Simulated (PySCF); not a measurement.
Atoms are numbered as in `[O:1]=[CH:2][SiH2:3][O:4][SiH3:5]`; H(Xn) means a hydrogen on atom n.

GIAO PBE0/pcSseg-1 shifts (PySCF 2.14, gas phase, non-relativistic, equivalent atoms averaged), each against references optimised in the same way as the molecule (H2O, TMS).

On the GFN2-xTB geometry: O1 926.1, O4 -9.5, C2 249.8, Si5 -35.1, Si3 -49.2, H(C2) 12.19, H(Si5) 5.17, H(Si3) 5.07 ppm.

What changes on the PBE0-D3(BJ)/def2-SVP geometry?

Results:


```tsv
atoms	δ (ppm)	change
O1	924.9	-1.2
O4	-9.3	+0.2
C2	247.2	-2.6
Si5	-32.1	+3.0
Si3	-44.8	+4.4
H(C2)	11.89	-0.30
H(Si5)	5.09	-0.08
H(Si3)	5.02	-0.05
```

Bonds between heavy atoms that differ most (equivalent bonds averaged): Si3–O4 1.606 → 1.643 Å, O4–Si5 1.642 → 1.671 Å, C2–Si3 1.920 → 1.928 Å, O1–C2 1.206 → 1.209 Å. Mean change of bonds to hydrogen: C–H +0.014 Å, Si–H +0.032 Å. The two structures also differ in conformation, which adds to the changes.
